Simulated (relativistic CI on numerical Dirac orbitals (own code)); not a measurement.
Ta4+: 5p photoemission

Computed with this model: Dirac-Coulomb-Breit CI, orbitals from a KLI potential per configuration, model QED (radiative potential, 1s self-energy scaled to tabulated hydrogen-like ionisation energies), valence Slater integrals scaled by 0.9, multiplet model of photoemission in the sudden approximation; configurations [Xe] 4f14 5d → [Kr] 4d10 4f14 5s2 5p5 5d; 300 K; Lorentzian 1.05 eV and Gaussian 0.6 eV FWHM. Energies are those of the free ion, without screening or charge transfer. The energies are binding energies and can lie tens of eV above those of solids. S is read from ⟨S²⟩ = S(S + 1).

Field parameters in Wybourne normalisation: D3d B²₀ = −7Dσ, B⁴₀ = −14Dq − 21Dτ, B⁴₃ = −14√(10/7) Dq; Td as Oh with Dq negative (B⁴₀ = 21Dq, B⁴₄ = √(5/14) B⁴₀). The field is a parameter set, without covalency.

free ion: ground-state S = 0.50, centroid 88.05 eV. Peaks (eV, height): 84.6 (100), 89.8 (15), 93.6 (47), 100.2 (22).

D3d, 10Dq = 18900, Dσ = -410, Dτ = 120 cm⁻¹: ground-state S = 0.50, centroid 88.10 eV. Peaks (eV, height): 84.4 (100), 90.8 (14), 93.6 (53), 96.2 (16), 101.2 (14).

D3d, 10Dq = 29050, Dσ = -750, Dτ = -430 cm⁻¹: ground-state S = 0.50, centroid 88.11 eV. Peaks (eV, height): 84.6 (100), 91.6 (16), 93.8 (55), 96.6 (18), 102.0 (11).

Td, 10Dq = -6600 cm⁻¹: ground-state S = 0.50, centroid 88.09 eV. Peaks (eV, height): 84.6 (100), 90.0 (15), 93.6 (53), 100.4 (19).

Strongest unbroadened transitions for Td, 10Dq = -6600 cm⁻¹:

| Energy (eV) | Relative strength |
| --- | --- |
| 82.64 | 32.3 |
| 83.30 | 90.1 |
| 84.23 | 56.4 |
| 84.28 | 94.6 |
| 84.52 | 33.8 |
| 84.68 | 48.2 |
| 84.83 | 35.7 |
| 84.92 | 58.8 |
| 85.03 | 3.7 |
| 85.40 | 48.6 |
| 85.90 | 10.3 |
| 86.78 | 13.5 |
| 90.00 | 39.2 |
| 93.56 | 68.8 |
| 93.63 | 100.0 |
| 94.89 | 3.1 |
| 95.15 | 26.4 |
| 100.41 | 60.4 |
